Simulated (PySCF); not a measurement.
SnF, SMILES [F][Sn+] (connectivity only; charge and spin as stated), charge +1, multiplicity 1.

Geometry optimised at PBE0-D3(BJ)/def2-TZVP. The spin state was assumed, not searched. The def2 effective core potentials stand for the cores of Sn; spin–orbit coupling is left out.

Two levels are set side by side: PBE/def2-TZVPD (PySCF) and HF/def2-TZVPD (PySCF). Same geometry, gas phase. Differences are taken from unrounded values.

| quantity | PBE |
|---|---|
| orbital gap (eV) | 5.08 |
| highest occupied level (eV) | -15.16 |
| lowest empty level (eV) | -10.08 |
| mean polarisability (bohr³) | 25.9 |

Problem. These are the PBE values. What does HF give? (The exact figures need the calculation; the answer reports its results.)

Solution. 
```json
[
 {"quantity": "orbital gap (eV)", "HF": "12.70", "PBE minus HF": "-7.62"},
 {"quantity": "highest occupied level (eV)", "HF": "-19.06", "PBE minus HF": "3.90"},
 {"quantity": "lowest empty level (eV)", "HF": "-6.36", "PBE minus HF": "-3.72"},
 {"quantity": "mean polarisability (bohr³)", "HF": "26.2", "PBE minus HF": "-0.3"}
]
```

Without exact exchange PBE keeps part of each electron's self-repulsion, which lifts occupied levels and narrows the gap. Differences between two approximate levels are no errors against the true value.

Rough cost on one machine, each run with all the roots and properties that it gave: HF against PBE about 1/2.
